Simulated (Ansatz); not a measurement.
`S[CH2][SbH2]` and `[SiH3][CH2][SbH2]` differ in one atom or group.

Ansatz, PBE0-D4/def2-TZVP geometries, multiplicity 1. Each molecule was computed in one conformer, which needn't be the lowest.

Elements past krypton have def2 core potentials.

```
                                      property  `S[CH2][SbH2]`
             HOMO energy (PBE/def2-TZVPP) / eV           -5.66
size of the dipole moment (PBE/def2-TZVPP) / D            1.41
           HOMO energy (B3LYP/def2-TZVPP) / eV           -6.68
         HOMO–LUMO gap (B3LYP/def2-TZVPP) / eV            5.79
            HOMO energy (PBE0/def2-TZVPP) / eV           -6.92
           HOMO–LUMO gap (PBE/def2-TZVPP) / eV            4.23
```

**Question.** What does the change do to each property? (Best estimate.)

**Answer.** The calculation gave: 
```tsv
property	`[SiH3][CH2][SbH2]`	shift
HOMO energy (PBE/def2-TZVPP) / eV	-6.09	-0.43
size of the dipole moment (PBE/def2-TZVPP) / D	1.07	-0.34
HOMO energy (B3LYP/def2-TZVPP) / eV	-6.92	-0.24
HOMO–LUMO gap (B3LYP/def2-TZVPP) / eV	6.16	0.37
HOMO energy (PBE0/def2-TZVPP) / eV	-7.08	-0.16
HOMO–LUMO gap (PBE/def2-TZVPP) / eV	4.81	0.58
```

With PBE0 the HOMO falls by 0.16 eV and the LUMO rises by 0.12 eV, so the gap widens by about 0.28 eV. PBE moves the HOMO by -0.43 eV and ωB97M-V by 0.03 eV. The zero-point energy changes by 40.0 kJ/mol with +6 modes. Dipoles are sizes alone; their direction can turn.

B3LYP here is the variant with VWN-RPA as its local correlation; programs differ in this.

Spin–orbit coupling is left out; it splits and shifts lone-pair levels of the heavy atoms by tenths of an eV.
